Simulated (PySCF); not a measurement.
## [Eu(H2O)3]3+ relaxed at several levels

Computed with PySCF 2.14.0, def2-SVP on the ligands, density fitting, scalar-relativistic core potentials, no spin-orbit coupling, vacuum. Each row is relaxed at its own level from the same template. Distances are means of the shortest metal–ligand contacts, charges and spins Mulliken's; removal energies are rigid, with the ligand's formal charge and no counterpoise, so too large; for an anion taken off a cation in vacuum most of it is the attraction of opposite charges, and multiply charged cations can part far more cheaply with an electron moved from ligand to metal. lcecp potentials hold a fixed number of 4f electrons in the core, out of states, spins and gaps.

```tsv
level	basis on the metal	point group	M–H2O (Å)	charge on M (e)	removal of one H2O (eV)	strongest infrared band, degenerate modes summed (cm⁻¹)	unstable modes (below −25 cm⁻¹)
PBE	lcecp-1-SVP with ECP52	D3	2.296	1.85	3.81	3432	0 (lowest -16 cm⁻¹, within noise)
TPSS	lcecp-1-SVP with ECP52	D3	2.299	1.91	3.72	–	not given
```

Task: What does the calculation give for PBE0, lcecp-1-SVP with ECP52?

Result: point group: D3h, M–H2O (Å): 2.305, charge on M (e): 2.03, removal of one H2O (eV): 3.66, unstable modes (below −25 cm⁻¹): 4.
```xyz
10

Eu    0.0000    0.0000    0.0000
O     2.3045    0.0000    0.0000
H     2.9218    0.0000    0.7707
H     2.9218    0.0000   -0.7707
O    -1.1522    1.9958    0.0000
H    -1.4609    2.5303    0.7707
H    -1.4609    2.5303   -0.7707
O    -1.1523   -1.9958    0.0000
H    -1.4609   -2.5303    0.7707
H    -1.4609   -2.5303   -0.7707
```

Members with unstable modes aren't minima as they stand: saddle points kept by symmetry or, where the modes are soft, flat surfaces and noise. Moved off a saddle point of the template and relaxed again: PBE, TPSS. One start shape was tried for each, so a minimum needn't be the lowest isomer.
